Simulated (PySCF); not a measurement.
Computed IR spectrum (relative IR intensity) of a molecule CH₅ClFNSi. The structure is a stationary point at B3LYP-D3(BJ)/def2-SVP. One conformer was computed; it need not be the lowest. The numbers are results of B3LYP-D3(BJ)/def2-SVP in PySCF 2.14.0, not measurements. Frequencies are harmonic and unscaled.

Lines under 2 % of the strongest are left out, and lines within 2 cm⁻¹ are merged.

```csv
ν (cm⁻¹),relative intensity
217,4.7
249,16
323,11
553,37
672,4.3
731,59
827,42
846,100
917,67
1076,4.7
1080,3.3
1635,8.2
2261,48
3031,4.6
3082,2.8
```

Question: Which structure fits?
A. N[Si@@H](Cl)CF
B. CN[Si@H](F)Cl
C. C[Si@@](N)(F)Cl
D. NC[Si@H](F)Cl

Answer: D, NC[Si@H](F)Cl
